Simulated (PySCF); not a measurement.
NICS in isomers of C7H7N3S.

Probes without a nucleus sit at each ring's centroid and 1 Å off its mean plane on both sides; NICS is minus the shielding there, NICSzz its component along the normal. Level: GIAO PBE0/pcSseg-1 (PySCF, non-relativistic, gas phase) on the GFN2-xTB geometries, one conformer each. Atom numbers follow the mapped SMILES.

**Question.** Order these rings by mean NICS(1)zz, lowest (most negative) first (ppm).
A. ring C3–N4–N5–N6–C11 in `[CH3:1][S:2][c:3]1[n:4][n:5][n:6]2[cH:7][cH:8][cH:9][cH:10][c:11]12`
B. ring C3–C4–N5–N6–C7–C10 in `[CH3:1][S:2][c:3]1[cH:4][n:5][n:6][c:7]([C:8]#[N:9])[c:10]1[CH3:11]`
C. ring C6–C7–N8–N9–N10 in `[CH3:1][S:2][c:3]1[cH:4][cH:5][c:6]2[cH:7][n:8][n:9][n:10]2[cH:11]1`

**Answer.** C (-40.9), A (-38.9), B (-24.7).

```tsv
SMILES	ring	NICS(0)	NICS(1)	NICS(1)zz	HOMA	rms pucker (Å)	ring atoms with four or more neighbours
CSc1ccc2cnnn2c1	5-membered ring with 3 N; formal bonds all aromatic	-15.8	-15.8	-40.9	0.92	0.00	0
CSc1nnn2ccccc12	5-membered ring with 3 N; formal bonds all aromatic	-15.3	-15.4	-38.9	0.93	0.00	0
CSc1cnnc(C#N)c1C	6-membered ring with 2 N; formal bonds all aromatic	-5.7	-10.9	-24.7	0.96	0.00	0
```

NICS(0) gives the same order. The isotropic NICS(1) gives the same order. HOMA uses Krygowski's 1993 parameters. NICS(1) and NICS(1)zz are means over the two faces.
